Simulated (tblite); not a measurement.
Compound: C₅H₁₄O₂Si.
Atom-mapped SMILES: `[CH3:1][CH2:2][CH2:3][Si:4]([OH:5])([OH:6])[CH2:7][CH3:8]` (hydrogens: H9, H10, H11 on C1; H12, H13 on C2; H14, H15 on C3; H16 on O5; H17 on O6; H18, H19 on C7; H20, H21, H22 on C8)

Structure used (GFN2-xTB), in Å, numbered top down from 1:
```
atom  x, y, z in Å
C1     3.221    0.745    0.342
C2     2.093   -0.274    0.238
C3     0.748    0.391   -0.048
Si4   -0.690   -0.853   -0.130
O5    -0.862   -1.457    1.370
O6    -0.343   -2.158   -1.067
C7    -2.298   -0.033   -0.751
C8    -2.792    1.097    0.146
H9     3.306    1.317   -0.581
H10    4.172    0.249    0.527
H11    3.031    1.439    1.157
H12    2.021   -0.832    1.172
H13    2.320   -0.991   -0.554
H14    0.549    1.122    0.735
H15    0.823    0.953   -0.982
H16   -1.153   -2.358    1.483
H17   -0.171   -2.046   -1.997
H18   -2.165    0.359   -1.761
H19   -3.080   -0.792   -0.821
H20   -3.731    1.506   -0.223
H21   -2.947    0.735    1.158
H22   -2.060    1.901    0.183
```

Computed values, GFN2-xTB/tblite, gas phase, harmonic and unscaled. Against measured fundamentals such values can be off by several per cent, at times by over 20. One conformer, not necessarily the lowest.

Harmonic wavenumbers (cm⁻¹): 37.4, 42.0, 73.7, 88.6, 118.5, 149.7, 180.9, 211.3, 234.8, 245.5, 267.0, 274.3, 288.1, 342.4, 375.6, 662.4, 713.7, 724.3, 764.5, 791.0, 817.4, 835.4, 879.2, 919.6, 954.9, 985.6, 1017.2, 1026.8, 1080.8, 1084.2, 1117.5, 1230.5, 1248.5, 1259.4, 1286.1, 1304.1, 1356.1, 1413.8, 1416.9, 1487.9, 1492.6, 1499.3, 1505.2, 1508.2, 1510.8, 1512.6, 2960.8, 2964.6, 2973.9, 2979.9, 2997.4, 2998.7, 3011.9, 3022.9, 3026.6, 3032.2, 3038.0, 3045.3, 3663.1, 3702.2.

A = 2261, B = 955.0, C = 825.7 MHz; mass 134.076 u (most abundant isotopes); point group C1, symmetry number 1.

**Question.** Zero-point energy?

**Answer.** Half the sum of the wavenumbers: 40877 cm⁻¹ = 116.87 kcal/mol.

**Question.** Entropy at 400 K, 1 bar (ideal gas, RRHO, classical rotation)?

**Answer.** Translation 42.08, rotation 30.45, vibration 54.35: S = 126.9 cal/(mol K).

**Question.** And Cp and H(400 K) − H(0)?

**Answer.** Cp = 55.80 cal/(mol K), of which vibrations give 47.85 (their classical limit is 60 R = 119.2); H(400 K) − H(0) = 13.74 kcal/mol without the zero-point energy, 10.56 from vibrations.

**Question.** What must be added to the electronic energy to get the Gibbs energy at 400 K and 1 bar?

**Answer.** ZPE + [H(400 K) − H(0)] − T·S = 116.87 + 13.74 − 50.75 = 79.86 kcal/mol.

**Question.** Blend soft modes into free rotors: weight 1/[1 + (100 cm⁻¹/ν̃)⁴] for the oscillator and the rest for a rotor with moment μB/(μ + B), μ = h/(8π²ν), B = 10⁻⁴⁴ kg m². What vibrational entropy results?

**Answer.** 48.96 cal/(mol K) in place of 54.35, which changes −T·S at 400 K by +2.16 kcal/mol.

**Question.** Which modes carry the vibrational entropy at 400 K?

**Answer.** 37.4 cm⁻¹: 5.98; 42.0 cm⁻¹: 5.74; 73.7 cm⁻¹: 4.63; 88.6 cm⁻¹: 4.27; 118.5 cm⁻¹: 3.70; 149.7 cm⁻¹: 3.24 cal/(mol K); the other 54 give 26.79 together.

**Question.** How do the functions run with temperature in this model?

**Answer.** 
| T (K) | S (cal/(mol K)) | Cp (cal/(mol K)) | H − H(0) (kcal/mol) | G − H(0) (kcal/mol) | ln q(vib) |
| --- | --- | --- | --- | --- | --- |
| 100 | 75.6 | 24.5 | 1.61 | -5.95 | 3.00 |
| 200 | 96.1 | 35.3 | 4.63 | -14.60 | 7.00 |
| 300 | 112.4 | 45.5 | 8.67 | -25.04 | 10.66 |
| 500 | 140.3 | 64.9 | 19.78 | -50.38 | 17.31 |
| 800 | 175.4 | 84.4 | 42.42 | -97.93 | 26.33 |
| 1000 | 195.3 | 93.3 | 60.22 | -135.04 | 31.79 |

q(vib) and H(0) count from the zero-point level.

Hindered rotation and anharmonicity are outside this model. Other conformers, if any are populated, would add a mixing term that is left out. The structure is chiral; the term R ln 2 for an equal mix with its mirror image is left out.
